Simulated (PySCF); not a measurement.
Gas-phase reaction: WF4NH + 6 F → WF6 + NF3 + HF

Energies from PySCF (xtb for GFN2), thermal terms from the rigid-rotor harmonic-oscillator model, ideal gas at 1 bar. † marks an energy on the PBE0/def2-TZVP geometry and frequencies; other levels use their own. MP2 and CCSD(T) freeze the core. Open shells (unrestricted): F (multiplicity 2, electronic degeneracy 6); the rest are closed-shell singlets. GFN2 has no spin-polarisation term. Spin-orbit splitting is ignored; it lowers the true energy and changes the entropy of F. B3LYP is the form with VWN-RPA correlation. W: scalar-relativistic def2 core potential, no spin-orbit coupling. WF4NH: computed as isolated molecules; such fragments, hydroxides, amides, oligomers or adducts are transient or little studied in the gas. MP2 isn't extrapolated to the basis-set limit; its ΔH°(298 K) is -1391.5 kJ in def2-SVP and -1514.3 kJ in def2-TZVPP. CCSD(T) isn't extrapolated to the basis-set limit. The harmonic model lacks anharmonicity and excited electronic states, which grow with temperature; levels with a mode under 35 cm⁻¹ are left out. Soft modes under 120 cm⁻¹ make the harmonic entropy rough for WF4NH. Warning, large T1 diagnostic: WF6 (CCSD(T)/def2-SVP†).

| level | ΔE electronic, kJ | ΔH°(298 K), kJ | ΔS°(298 K), J/K | ΔG°(2500 K), kJ |
|---|---|---|---|---|
| B3LYP/def2-TZVP† | -1483 | -1468 | -524 | -105 |
| BLYP/def2-TZVP† | -1593 | -1577 | -524 | -215 |
| CCSD(T)/def2-SVP† | -1320 | -1304 | -524 | 58 |
| GFN2-xTB | -1774 | -1765 | -511 | -452 |
| M06-2X/def2-TZVP† | -1472 | -1457 | -524 | -94 |
| MP2/def2-SVP† | -1407 | -1392 | -524 | -29 |
| PBE/def2-SVP | -1717 | -1705 | -519 | -361 |
| PBE/def2-TZVP† | -1681 | -1666 | -524 | -303 |
| r2SCAN/def2-TZVP† | -1559 | -1543 | -524 | -181 |
| LDA/def2-TZVP† | -2103 | -2088 | -524 | -725 |
| ωB97X-V/def2-TZVP† | -1524 | -1509 | -524 | -147 |
ΔH° is lowest at LDA/def2-TZVP† and highest at CCSD(T)/def2-SVP†. No reference value is set beside these.
